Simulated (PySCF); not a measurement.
Species: CH6AsGeN.
Bonds: C1–N2 (double), N2–Ge3, Ge3–As4. Hydrogens: H5, H6 on C1; H7, H8 on Ge3; H9, H10 on As4.

Method used: core-valence-separated Tamm–Dancoff BHandHLYP/aug-pcX-1 (pcseg-1 on H, def2-SVPD on Ge, def2-SVPD on As) in PySCF, non-relativistic, gas phase, PBE0-D3(BJ)/def2-SVP geometry.

Computed nitrogen K-edge spectrum, Gaussian lines of 0.5 eV full width, highest printed point 100; it ends one width below the last computed root. No empirical shift is added; at this level the pattern usually sits a few eV under experiment.

```tsv
photon energy (eV)	absorption
395.2	3
395.4	23
395.6	75
395.8	100
396.0	55
396.2	12
396.4	1
396.6	0
396.8	0
397.0	0
397.2	0
397.4	0
397.6	0
397.8	0
398.0	0
398.2	0
398.4	0
398.6	1
398.8	12
399.0	40
399.2	55
399.4	31
399.6	7
399.8	1
400.0	0
400.2	0
400.4	0
400.6	2
400.8	4
401.0	4
401.2	2
401.4	4
```

Problem. Assign the maxima to core holes.

Solution. 3 maxima:
- 395.8 eV: N2 (C=N nitrogen), 395.76 eV, f = 0.059, 100 % of the height at the exact maximum
- 399.2 eV: N2 (C=N nitrogen), 399.17 eV, f = 0.032, 100 % of the height at the exact maximum
- 400.9 eV: N2 (C=N nitrogen), 400.87 eV, f = 0.002, 78 % of the height at the exact maximum; N2 (C=N nitrogen), 400.98 eV, f = 0.001, 22 % of the height at the exact maximum

Roots within 0.03 eV on the same or equivalent atoms count as one line; shares under 12 % aren't listed.

Vibrational structure and lifetime widths aren't in the curve. The ionisation threshold wasn't computed; near and above it a finite basis only mimics Rydberg series and continuum. The BHandHLYP/aug-pcX-1 (pcseg-1 on H, def2-SVPD on Ge, def2-SVPD on As) calculation is non-relativistic and has no spin–orbit coupling, an omission that weighs most on arsenic and germanium.

Rough CPU time on one thread of a shared machine: about 21 s.

Shape of the structure used: `[CH2:1]=[N:2][GeH2:3][AsH2:4]`: C1–N2–Ge3–As4 -2°, H–As4–Ge3–N2 -46°, H–As4–Ge3–N2 46°.

One conformer stands for the species.
